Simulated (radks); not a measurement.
Spin polarisation of the 4d9 shell in the silver ion Ag2+. Start: [Kr] 4d(up 4.5, down 4.5); electrons of 4d are moved from spin down to spin up, other shells keep equal spins. All-electron calculation, scalar-relativistic Kohn-Sham, PBEsol, spin-polarised, spherical densities, finite nucleus; Fermi nuclear charge, rms radius of each element as measured or else 0.836 A^(1/3) + 0.57 fm. Program: a radial shooting solver on a logarithmic mesh with Libxc functionals.

[
 {"moment (Bohr magnetons)": "0", "E - E(0) (eV)": "0.000", "e(4d up) (eV)": "-28.886", "e(4d down) (eV)": "-28.886", "4p down minus up (eV)": "0.000", "4s down minus up (eV)": "0.000"},
 {"moment (Bohr magnetons)": "0.25", "E - E(0) (eV)": "-0.011", "e(4d up) (eV)": "-28.975", "e(4d down) (eV)": "-28.795", "4p down minus up (eV)": "0.187", "4s down minus up (eV)": "0.183"},
 {"moment (Bohr magnetons)": "0.5", "E - E(0) (eV)": "-0.045", "e(4d up) (eV)": "-29.062", "e(4d down) (eV)": "-28.702", "4p down minus up (eV)": "0.375", "4s down minus up (eV)": "0.365"},
 {"moment (Bohr magnetons)": "0.75", "E - E(0) (eV)": "-0.101", "e(4d up) (eV)": "-29.148", "e(4d down) (eV)": "-28.607", "4p down minus up (eV)": "0.562", "4s down minus up (eV)": "0.548"},
 {"moment (Bohr magnetons)": "1", "E - E(0) (eV)": "-0.180", "e(4d up) (eV)": "-29.231", "e(4d down) (eV)": "-28.510", "4p down minus up (eV)": "0.750", "4s down minus up (eV)": "0.730"}
]

At moment 1 the spin-polarisation energy is -0.180 eV and the 4d exchange splitting 0.721 eV, that is 0.721 eV per Bohr magneton; E = -I m^2/4 would give I = 0.721 eV.
